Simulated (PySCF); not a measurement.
## Correlation energy of O⁺ (oxygen, charge +1)

[He] 2s1 2p3 3d1, high-spin 6D determinant (an excited configuration). Computed with PySCF 2.14 in aug-cc-pCVTZ-DK with one added diffuse shell each of s, p, d, f type (8s7p5d3f, 75 functions), with the spin-free X2C one-electron Hamiltonian (Gaussian nucleus). Frozen: nothing; 7 electrons correlated.

```json
{"level": "CCSD", "correlation energy (mhartree)": "-90.05"}
{"level": "(T)", "correlation energy (mhartree)": "-0.26"}
{"level": "CCSD(T)", "correlation energy (mhartree)": "-90.31"}
```

Diagnostics: T1 = 0.0038, D1 = 0.0136, largest double amplitude 0.014.

The outer electron is Rydberg-like, and this basis confines it to a smaller radius and binds it less than a complete one would.

Cost of the coupled-cluster step: about 13 core-seconds, for 7 correlated electrons.
